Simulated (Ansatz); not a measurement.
Consider the ligand exchange at the Si–C bond: `C=C[SiH](C)F` + `O[SiH2]O` → `C[SiH](F)O[SiH2]O` + `C=C`.

Calculated with Ansatz (gas phase, PBE0-D4/def2-TZVP geometries, no zero-point term in ΔE). CCSD(T)/CBS adds triple-zeta CCSD(T) − MP2 to the extrapolated MP2 energy (def2 sets, frozen cores). This one scheme is used for every species. DFT in def2-TZVPP. B3LYP here is the variant with VWN-RPA as its local correlation; programs differ in this. One conformer a species, not always the lowest.

```tsv
level	ΔE (kJ/mol)	difference from CCSD(T)/CBS
PBE-D4	-113.2	14.2
r2SCAN-D4	-126.8	0.6
PBE0-D4	-119.6	7.8
B3LYP-D4	-129.9	-2.5
ωB97X-V	-126.4	1.0
ωB97M-V	-126.5	0.9
B2PLYP	-128.0	-0.6
PBE	-110.9	16.5
r2SCAN	-126.0	1.4
PBE0	-117.4	10.0
B3LYP	-126.4	1.0
HF/def2-TZVPP	-144.3	-16.9
MP2/def2-TZVPP	-126.2	1.2
SCS-MP2/def2-TZVPP	-129.3	-1.9
CCSD/def2-TZVPP	-130.1	-2.7
CCSD(T)/def2-TZVPP	-127.3	0.1
HF/def2-QZVPP	-146.1	-18.7
MP2/def2-QZVPP	-126.8	0.6
SCS-MP2/def2-QZVPP	-129.8	-2.4
HF/CBS(def2)	-146.3	-18.9
MP2/CBS(def2)	-126.3	1.1
CCSD/CBS(def2)	-130.2	-2.8
CCSD(T)/CBS	-127.4	0
```

Largest T1 diagnostic among the species: 0.011.

In def2-TZVPP, CCSD(T) changes the Hartree–Fock value by +17.0 kJ/mol (the triples alone add +2.8 kJ/mol) and MP2 by +18.1 kJ/mol. The D4 term adds −3.6 kJ/mol with B3LYP and −2.3 kJ/mol with PBE0; it sums over pairs of atoms, weighted by their polarisabilities, and B3LYP, whose exchange is more repulsive, gets the larger term. From PBE to PBE0 (25 % exact exchange), in def2-TZVPP and without D4, ΔE moves by −6.5 kJ/mol.

CCSD(T)/CBS has its own doubt, a few kJ/mol and more with outer-core shells, so smaller differences from it don't rank the levels.
